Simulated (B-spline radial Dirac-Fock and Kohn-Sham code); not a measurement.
ΔSCF core binding energies without Breit or QED terms, calculated with a radial finite-basis atomic code.

A sound run for atomic strontium, [Kr] 5s2: The ground state converged in 10 iterations, with total energy -3178.08083 Ha, virial ratio 1.97048 and highest orbital energy -4.93 eV. ΔSCF binding energies: K (1s) 16152.2 eV, L3 (2p3/2) 1951.9 eV, M5 (3d5/2) 141.2 eV.

A second run, with one unsound setting: The ground state converged in 13 iterations, with total energy -4602.32613 Ha, virial ratio 1.17248 and highest orbital energy -5.15 eV. ΔSCF binding energies: K (1s) 9913.1 eV, L3 (2p3/2) 3015.7 eV, M5 (3d5/2) 20.71 eV.

```
iter   energy (Ha)        error
   1    -3105.35001785  1.48e+01
   2    -4576.77246741  3.60e+00
   3    -4597.78140439  1.94e+00
   4    -4600.81389740  9.18e-01
   5    -4602.26120847  1.74e-01
   6    -4602.32242620  3.40e-02
   7    -4602.32601760  6.93e-03
   8    -4602.32610986  3.31e-03
   9    -4602.32612863  2.31e-04
  13    -4602.32612924  1.41e-07
```

Problem. Which fault fits the second run best?
A. functional not served
B. damping too heavy
C. nuclear radius in wrong units
D. speed of light below Z

Solution. D. The input had c_factor = 0.1139: c_factor makes c so small that Zα exceeds 1, so any numbers that come out have no meaning.
